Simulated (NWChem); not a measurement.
Species: C6H13B; SMILES C=CB(CC)CC

```xyz
20

B      0.0872     0.0281     0.1038
C      0.7163    -1.4180     0.2155
C     -0.1145    -2.6111    -0.2440
H      0.9324    -1.5132     1.3016
H      1.7200    -1.4461    -0.2445
H     -0.3284    -2.5624    -1.3241
H     -1.0860    -2.6591     0.2723
H      0.3977    -3.5685    -0.0591
C     -1.4826     0.1893     0.0282
C     -2.0888     1.5864     0.0635
H     -1.9230    -0.4467     0.8213
H     -1.7867    -0.3367    -0.9000
H     -1.7111     2.2128    -0.7602
H     -1.8471     2.1107     1.0021
H     -3.1868     1.5659    -0.0207
C      1.0175     1.2893     0.1096
C      2.3060     1.2843    -0.2689
H      0.5920     2.2665     0.3757
H      2.9124     2.1966    -0.3066
H      2.8125     0.3636    -0.5797
```
Atoms are numbered in this order, from 1.

Program: NWChem. Pople sets run with spherical d functions. Coordinates come from a PBE0/def2-SVP optimisation. No frequency run checked for a minimum. GIAO values for the isolated, static molecule; σ is the absolute isotropic shielding, δ = σ(reference) − σ with the isolated reference molecule computed at the same levels (11B: boron trifluoride, 13C: tetramethylsilane, 1H: tetramethylsilane).

| level | δ B1 (ppm) | δ C3 (ppm) | δ H6 (rotor mean) (ppm) | δ H11 (ppm) | δ H12 (ppm) | δ H13 (rotor mean) (ppm) | δ H18 (ppm) |
|---|---|---|---|---|---|---|---|
| LDA (Slater exchange, VWN5)/pcSseg-1 | ___ | ___ | 1.00 | ___ | ___ | 1.14 | ___ |
| B3LYP/6-311G** | 67.4 | 10.6 | 1.06 | 1.64 | 1.27 | 1.16 | 7.14 |
| KT2/pcSseg-1 | 61.6 | 10.3 | 1.00 | 1.64 | 1.26 | 1.14 | 6.95 |

Question: Some entries are withheld; supply them.

Answer: 
- LDA (Slater exchange, VWN5)/pcSseg-1, δ B1 (ppm): 71.3
- LDA (Slater exchange, VWN5)/pcSseg-1, δ C3 (ppm): 8.3
- LDA (Slater exchange, VWN5)/pcSseg-1, δ H11 (ppm): 1.76
- LDA (Slater exchange, VWN5)/pcSseg-1, δ H12 (ppm): 1.35
- LDA (Slater exchange, VWN5)/pcSseg-1, δ H18 (ppm): 7.45
